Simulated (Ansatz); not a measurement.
Computed with Ansatz on PBE0-D4/def2-TZVP structures; ΔE is electronic, products minus reactants. CBS: MP2 limit from def2 TZ/QZ plus the TZ coupled-cluster correction, frozen cores. This one scheme is used for every species. Functionals use def2-TZVPP. B3LYP here is the variant with VWN-RPA as its local correlation; programs differ in this. Elements past krypton have def2 core potentials. For In outer-core shells are correlated without core-valence functions, which leaves a few kJ/mol of doubt a bond. One conformer a species, not always the lowest.

Consider the ligand exchange at the In–S bond: `[SiH3][O][In]([SH])[O][SiH3]` + HCl → `[SiH3][O][In]([Cl])[O][SiH3]` + H₂S.

`[SiH3][O][In]([SH])[O][SiH3]`:

Cartesian coordinates in Å:
```
Si 0.110 0.529 -2.340
O -1.041 0.922 -1.252
In -1.304 0.734 0.684
S -3.097 1.708 1.834
O 0.050 -0.341 1.627
Si 1.329 -1.270 1.220
H 0.054 1.493 -3.471
H 1.472 0.587 -1.733
H -0.101 -0.847 -2.869
H -2.676 1.201 3.006
H 1.519 -2.313 2.264
H 2.572 -0.457 1.121
H 1.113 -1.946 -0.092
```

HCl:

Z-matrix (Å, degrees):
```
Cl
H 1 1.279
```

`[SiH3][O][In]([Cl])[O][SiH3]`:

Z-matrix (Å, degrees):
```
Si
O 1 1.637
H 1 1.485 2 108.3
H 1 1.490 2 111.2 3 119.9
H 1 1.490 2 111.0 3 -119.8
In 2 1.956 1 136.2 3 -175.0
O 6 1.950 2 116.8 1 -179.9
Cl 6 2.290 2 122.0 1 0.1
Si 7 1.638 6 134.9 2 0.2
H 9 1.489 7 111.1 6 -60.0
H 9 1.489 7 111.1 6 60.5
H 9 1.485 7 108.1 6 -179.8
```

H₂S:

Z-matrix (Å, degrees):
```
S
H 1 1.341
H 1 1.341 2 92.3
```

| level | ΔE (kJ/mol) | difference from CCSD(T)/CBS |
| --- | --- | --- |
| PBE-D4 | -9.4 | 4.3 |
| r2SCAN-D4 | -14.4 | -0.7 |
| PBE0-D4 | -11.8 | 1.9 |
| B3LYP-D4 | -14.4 | -0.7 |
| ωB97M-V | -15.3 | -1.6 |
| PBE | -13.1 | 0.6 |
| r2SCAN | -15.4 | -1.7 |
| PBE0 | -15.2 | -1.5 |
| B3LYP | -20.3 | -6.6 |
| HF/def2-TZVPP | -33.6 | -19.9 |
| HF/def2-QZVPP | -34.5 | -20.8 |
| MP2/def2-QZVPP | -12.2 | 1.5 |
| SCS-MP2/def2-QZVPP | -16.6 | -2.9 |
| HF/CBS(def2) | -34.6 | -20.9 |
| MP2/CBS(def2) | -11.9 | 1.8 |
| CCSD/CBS(def2) | -16.2 | -2.5 |
| CCSD(T)/CBS | -13.7 | 0 |

Largest T1 diagnostic among the species: 0.015.

The D4 term adds +5.8 kJ/mol with B3LYP and +3.4 kJ/mol with PBE0; it sums over pairs of atoms, weighted by their polarisabilities, and B3LYP, whose exchange is more repulsive, gets the larger term. In def2-TZVPP, CCSD(T) changes the Hartree–Fock value by +20.1 kJ/mol (the triples alone add +2.6 kJ/mol) and MP2 by +21.8 kJ/mol.
